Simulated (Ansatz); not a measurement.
Consider the substitution at a C–C bond: `BCC(B)C` + `C#CNCN` → `C#CN(C)CN` + `BCCB`.

Program: Ansatz. Geometries: PBE0-D4/def2-TZVP. ΔE: electronic, gas phase. CCSD(T)/CBS adds triple-zeta CCSD(T) − MP2 to the extrapolated MP2 energy (def2 sets, frozen cores). Functionals use def2-TZVPP. Each species was taken in one conformer, which may not be the lowest.

`BCC(B)C`:

```xyz
15

B     0.951    0.451    1.342
C     0.449   -0.815    0.622
C    -0.061    0.328   -0.347
B     0.609   -0.640   -1.336
C    -1.549    0.563   -0.271
H     2.068    0.827    1.139
H     0.253    0.992    2.145
H    -0.391   -1.403    0.970
H     1.242   -1.457    0.188
H     0.528    1.264   -0.184
H     1.765   -0.508   -1.611
H    -0.066   -1.470   -1.869
H    -2.086   -0.326   -0.607
H    -1.835    1.390   -0.923
H    -1.877    0.805    0.743
```

`C#CNCN`:

Cartesian coordinates in Å:
```
C 1.329 -2.150 1.025
C 0.999 -1.052 0.659
N 0.619 0.143 0.190
C -0.773 0.287 -0.272
N -1.002 1.453 -1.062
H 1.637 -3.115 1.347
H 0.939 0.924 0.747
H -0.986 -0.608 -0.859
H -1.468 0.299 0.576
H -0.947 2.305 -0.521
H -0.347 1.513 -1.831
```

`C#CN(C)CN`:

Cartesian coordinates in Å:
```
C 0.487 -2.387 0.172
C 0.370 -1.192 0.273
N 0.256 0.137 0.356
C -0.080 0.673 1.662
C -0.437 0.783 -0.775
N 0.077 0.452 -2.061
H 0.622 -3.438 0.092
H -1.128 0.489 1.936
H 0.560 0.216 2.417
H 0.098 1.750 1.660
H -1.506 0.531 -0.750
H -0.342 1.859 -0.607
H -0.044 -0.534 -2.256
H 1.067 0.658 -2.119
```

`BCCB`:

```xyz
12

B     0.014    0.459   -1.434
C     0.821    0.151   -0.163
C    -0.500   -0.679    0.109
B    -0.281   -0.018    1.479
H    -0.688    1.427   -1.458
H     0.141   -0.239   -2.395
H     0.953    1.000    0.538
H     1.683   -0.504   -0.165
H    -0.324   -1.733   -0.064
H    -1.372   -0.309   -0.468
H    -0.805    1.032    1.710
H     0.360   -0.587    2.310
```

Task: Is it downhill or uphill in electronic energy at CCSD(T)/CBS, and by how much? (An estimate is asked.)

Result: The calculation gave: Uphill: ΔE = +0.20 eV.

Task: What do these levels give: PBE-D4, ωB97X-V, ωB97M-V, r2SCAN, HF/def2-TZVPP, CCSD(T)/def2-TZVPP? (Best estimate.)

Result: Ansatz gave: PBE-D4 0.20, ωB97X-V 0.19, ωB97M-V 0.20, r2SCAN 0.19, HF/def2-TZVPP 0.16, CCSD(T)/def2-TZVPP 0.18 eV.

Largest T1 diagnostic among the species: 0.012.
